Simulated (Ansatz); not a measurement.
A structure relaxed at PBE0-D4/def2-TZVP, charge 0, multiplicity 1:

```xyz
15

C     0.744    1.939   -1.714
Si    0.338    1.144   -0.097
O    -1.165    1.612    0.353
O     0.373   -0.501   -0.261
Si   -0.330   -1.769    0.452
O    -1.539   -1.166    1.390
O     0.652   -2.587    1.471
H     0.716    3.027   -1.621
H     0.025    1.641   -2.480
H     1.745    1.651   -2.046
H     1.339    1.493    0.946
H    -1.613    1.009    0.956
H    -0.833   -2.672   -0.603
H    -1.793   -1.684    2.155
H     1.342   -3.138    1.100
```

**Question.** Give its formula and SMILES.

**Answer.** CH8O4Si2, `C[SiH](O)O[SiH](O)O`.

**Question.** Point group (tolerance 0.08 Å, 0.16 Å for H)?

**Answer.** C1.

**Question.** Summarise the bond lengths by kind.

**Answer.** 1 × C–Si 1.846 Å; 3 × C–H 1.092 to 1.093 Å; 5 × O–Si 1.616 to 1.653 Å; 2 × H–Si 1.477 to 1.487 Å; 3 × H–O 0.958 to 0.963 Å.

All numbers were calculated with Ansatz.
